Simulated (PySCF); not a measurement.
Gas-phase reaction: 2 SnO2 + N ⇌ 2 SnO + NO2

Computed with PySCF (xtb for GFN2) and rigid-rotor harmonic-oscillator thermochemistry at 1 bar. † marks an energy on the PBE0/def2-TZVP geometry and frequencies; other levels use their own. MP2 freezes the core. Open shells (unrestricted): N (multiplicity 4), NO2 (multiplicity 2); the rest are closed-shell singlets. GFN2 has no spin-polarisation term. Sn: scalar-relativistic def2 core potential, no spin-orbit coupling. SnO2: computed as isolated molecules; such fragments, hydroxides, amides, oligomers or adducts are transient or little studied in the gas. MP2 isn't extrapolated to the basis-set limit.

```tsv
level	ΔH°(298 K), kJ
GFN2-xTB	-874
MP2/def2-SVP†	…
PBE/def2-SVP	…
PBE/def2-TZVP†	-531
PBE0/def2-QZVP†	-497
```

Task: Complete the blanks.

Result: 
- MP2/def2-SVP†, ΔH°(298 K), kJ: -525
- PBE/def2-SVP, ΔH°(298 K), kJ: -625
